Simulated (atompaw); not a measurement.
**Pseudopotential generation for Yb (Z = 70): PAW (atompaw), PBE, scalar-relativistic.**

atompaw 4.2.0.5 input, output lines left out:

```
Yb 70
GGA-PBE scalarrelativistic loggrid 2001 logderivrange -6 5 276
6 6 5 4 0 0
6 0 1
6 1 0
5 2 2
4 3 13
0 0 0
c
c
c
c
v
v
c
c
c
v
v
c
c
v
c
2
3.00 2.55 2.90 2.70
n
n
y
4.5
n
modrrkj vanderbiltortho besselshape
3 0 vpsmatchnc
1.80
1.80
2.10
3.00
3.00
3.00
```

Q: Does the generator finish with these settings?

A: Yes, a potential is produced.

Q: Estimate the cutoffs (Ry, on a coarse ladder) from which the occupation-weighted sum of valence levels, in a spherical-Bessel basis at the reference potential, stays within 10 and 1 mRy of its value at 400 Ry.

A: 25 Ry and 30 Ry.

Q: Does the potential have ghost states?

A: Ghost states, extra bound levels that the all-electron valence spectrum of the same l lacks: s at -232.0 eV, p at -41.0 eV. A true bound ghost makes a file unfit for plane-wave use.

Q: Is the overlap operator S = 1 + Σ q|β⟩⟨β| positive definite (Bessel basis up to 400 Ry)?

A: Yes: its lowest eigenvalue is 0.35 (p channel).
